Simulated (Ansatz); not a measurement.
`C[SiH2][Se]` radical at its PBE0-D4/def2-TZVP geometry, where that method's forces vanish. Charge 0, multiplicity 2.

```
atom   x (Å)   y (Å)   z (Å)
  C1   0.568  -0.026   0.870
 Si2  -0.494   0.169  -0.650
 Se3  -0.354  -1.579  -2.094
  H4   0.434   0.829   1.538
  H5   1.624  -0.087   0.598
  H6   0.302  -0.936   1.411
  H7  -0.140   1.419  -1.376
  H8  -1.940   0.211  -0.296
```

For each bond, give half the difference of the two atoms' forces along it (eV/Å; positive pushes the atoms apart) under PBE-D4, r2SCAN-D4, B3LYP-D4, ωB97M-V in def2-TZVPP. (Best estimate.)

Ansatz gave: 
| bond | length (Å) | PBE-D4 | r2SCAN-D4 | B3LYP-D4 | ωB97M-V |
| --- | --- | --- | --- | --- | --- |
| C1–Si2 | 1.865 | -0.01 | 0.01 | 0.10 | 0.06 |
| C1–H4 | 1.094 | 0.09 | -0.02 | -0.05 | -0.04 |
| C1–H5 | 1.092 | 0.12 | 0.00 | -0.04 | -0.04 |
| C1–H6 | 1.092 | 0.11 | -0.01 | -0.04 | -0.04 |
| Si2–Se3 | 2.271 | -0.01 | -0.03 | 0.17 | 0.06 |
| Si2–H7 | 1.488 | 0.11 | -0.01 | -0.12 | -0.14 |
| Si2–H8 | 1.490 | 0.15 | 0.01 | -0.10 | -0.16 |

B3LYP here is the variant with VWN-RPA as its local correlation; programs differ in this.
